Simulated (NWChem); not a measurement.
System: SiNH₅Se; SMILES N[Se][SiH3]

```xyz
8

Se     0.4871     0.5703     0.0060
N     -1.2957     1.1744     0.0007
H     -1.4257     1.7629    -0.8213
H     -1.4316     1.7601     0.8237
Si    -0.1660    -1.6175     0.0019
H      1.0880    -2.4326     0.0053
H     -0.9660    -1.9286    -1.2188
H     -0.9741    -1.9307     1.2166
```
Atoms are numbered in this order, from 1.

All runs: NWChem. Pople sets run with spherical d functions. Geometry: optimised at PBE0/def2-SVP. Vzz is the largest principal value of the second derivative of the potential at the nucleus (NWChem prints the opposite sign); η is the asymmetry. Non-relativistic.

```tsv
level	Vzz Se1 (a.u.)	η Se1	Vzz N2 (a.u.)	η N2
PBE/6-31G*	-5.304	0.93	-0.915	0.44
PBE/def2-TZVP	-5.524	0.91	-0.958	0.47
B3LYP/6-31G*	-5.329	0.98	-0.965	0.43
B3LYP/def2-SVP	[?]	0.93	[?]	[?]
```

Q: Some entries are withheld; supply them.

A: 
- B3LYP/def2-SVP, Vzz Se1 (a.u.): -5.589
- B3LYP/def2-SVP, Vzz N2 (a.u.): -1.020
- B3LYP/def2-SVP, η N2: 0.37
